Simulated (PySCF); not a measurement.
An unknown shows these calculated signals:

1H NMR (600 MHz, computed): δ 5.16 (m, 1H), 4.87 (m, 1H), 4.74 (m, 1H), 4.70 (m, 1H), 3.56 (d, 3H), 0.76 (m, 1H), 0.42 (d, 3H), 0.36 (m, 1H).

13C{1H} NMR (computed): δ -5.3 (CH3), -11.0 (CH2).

- GFN2-xTB structure
- NMR shieldings at PBE0/pcSseg-1/GIAO
- run in PySCF 2.14.0 with density-fitted response routines
- isolated molecule, no relativistic terms, single conformer, fast rotation and ring inversion assumed for equivalent nuclei

Shifts are taken against calculated references (same method and geometry level): TMS for 1H (σref 31.72) and 13C (σref 186.93).

**Question.** Which of these does the molecule contain: an ester, a C≡C triple bond, a Si–CH3 group, an N-methyl group, a Si–H bond?

**Answer.** 
- An ester: no.
- A C≡C triple bond: no.
- A Si–CH3 group: yes (δC -5.3; δH 0.42 (d)).
- An N-methyl group: no.
- A Si–H bond: yes (δH 5.16 (m)).

The data belong to SMILES C[Si@@H]1[SiH2]C[Si@@H]1[SiH3], C₂H₁₂Si₄; they needn't prove each group on their own.

Carbon signals by region: 2 below 50 ppm.

Shifts are as computed. Against solution values, carbons near 30 ppm lie about +3 ppm off and those near 130 ppm about +5 ppm. Of 1211 compounds with measured shifts, 218 miss one by over three times the rms of a fit or turn the order of signals round; such compounds aren't used in these exercises. No couplings were computed; multiplicities are counted from neighbouring protons, with m where these are inequivalent, close in shift, in a saturated or five-membered ring or joined by F or P, and br s for small geminal =CH2 splittings.
